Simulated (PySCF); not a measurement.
# Relaxation of singlet TeSe3

Method: PBE0 in PySCF with Te def2-SVP with ECP28, Se def2-SVP; scalar-relativistic core potentials, no spin–orbit coupling; density-fitted integrals. A (50,194) grid was used.

A hand-made T-shaped start, of C2v symmetry, held to at least that symmetry:

```xyz
4
charge 0 multiplicity 1, angstrom
Te    0.0000    0.0000   -0.5435
Se    0.0000    0.0000    1.8065
Se    2.3486    0.0000   -0.4615
Se   -2.3486    0.0000   -0.4615
```

**Question.** What forces act on the atoms at the start (eV/Å)?

**Answer.** 
| atom | Fx | Fy | Fz |
| --- | --- | --- | --- |
| Te1 | 0.00 | 0.00 | -3.30 |
| Se2 | 0.00 | 0.00 | 1.06 |
| Se3 | 3.98 | 0.00 | 1.12 |
| Se4 | -3.98 | 0.00 | 1.12 |

**Question.** What does it relax to?

**Answer.** It ends at C2v with Se–Se 2.867 Å (×2), Te–Se 2.427 Å, Te–Se 2.593 Å (×2); Se–Se–Se 115.9°, Se–Se–Te 52.5° (×2), Se–Se–Te 57.9° (×2), Se–Te–Se 69.6° (×2), Se–Te–Se 139.1° (after a last refinement on a finer grid). A frequency run shows 2 imaginary modes, down to 214i cm⁻¹, so it is a higher-order saddle point.

**Question.** How much energy is released, and in how many steps?

**Answer.** 149.9 kJ/mol in 8 steps.
